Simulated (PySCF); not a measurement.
## Correlation energy of Ti¹⁸⁺ (titanium, charge +18)

[He] 2s2, closed-shell 1S. All numbers are calculated (PySCF 2.14, scalar relativity by spin-free X2C-1e, in an even-tempered Gaussian basis (19 s from 3.8 bohr⁻², ratio 2.2; 8 p from 6 bohr⁻², ratio 2.4; 6 d from 18 bohr⁻², ratio 2.4; 5 f from 27 bohr⁻², ratio 2.4; 4 g from 40 bohr⁻², ratio 2.4)). Frozen: nothing; 4 electrons correlated; the 9 highest virtual orbitals of each spin left out.

```json
{"level": "CCSD", "correlation energy (mhartree)": "-306.00"}
{"level": "(T)", "correlation energy (mhartree)": "-0.89"}
{"level": "CCSD(T)", "correlation energy (mhartree)": "-306.89"}
```

Diagnostics: T1 = 0.0011, D1 = 0.0023, largest double amplitude 0.127.

Cost of the coupled-cluster step: 8.9 s of wall time on 2 threads of Intel(R) Xeon(R) 6975P-C (shared host), for 4 correlated electrons.

Iterations:

```
CC2 = 0
CCSD nocc = 2, nmo = 135
frozen orbitals [135, 136, 137, 138, 139, 140, 141, 142, 143]
max_cycle = 100
direct = 0
conv_tol = 1e-08
conv_tol_normt = 1e-06
diis_space = 8
diis_start_cycle = 0
Init t2, MP2 energy = -575.168743993184  E_corr(MP2) -0.201406241070131
Init E_corr(CCSD) = -0.201406241070132
cycle = 1  E_corr(CCSD) = -0.257307146175446  dE = -0.0559009051  norm(t1,t2) = 0.0539107
cycle = 2  E_corr(CCSD) = -0.283410001129381  dE = -0.026102855  norm(t1,t2) = 0.0255896
cycle = 3  E_corr(CCSD) = -0.306207973092839  dE = -0.022797972  norm(t1,t2) = 0.0119452
cycle = 4  E_corr(CCSD) = -0.305943125218028  dE = 0.000264847875  norm(t1,t2) = 0.000110773
cycle = 5  E_corr(CCSD) = -0.305994157348719  dE = -5.10321307e-05  norm(t1,t2) = 2.7291e-05
cycle = 6  E_corr(CCSD) = -0.305995625781199  dE = -1.46843248e-06  norm(t1,t2) = 6.72022e-07
cycle = 7  E_corr(CCSD) = -0.305995525662509  dE = 1.0011869e-07  norm(t1,t2) = 9.20105e-08
cycle = 8  E_corr(CCSD) = -0.305995499898243  dE = 2.57642661e-08  norm(t1,t2) = 3.97143e-08
cycle = 9  E_corr(CCSD) = -0.305995488114915  dE = 1.17833281e-08  norm(t1,t2) = 2.62439e-08
cycle = 10  E_corr(CCSD) = -0.305995448634755  dE = 3.94801594e-08  norm(t1,t2) = 2.00806e-08
cycle = 11  E_corr(CCSD) = -0.305995450322337  dE = -1.68758185e-09  norm(t1,t2) = 5.51487e-10
CCSD converged
E(CCSD) = -575.2733332024366  E_corr = -0.3059954503223372
CCSD(T) correction = -0.000893351960472789
```
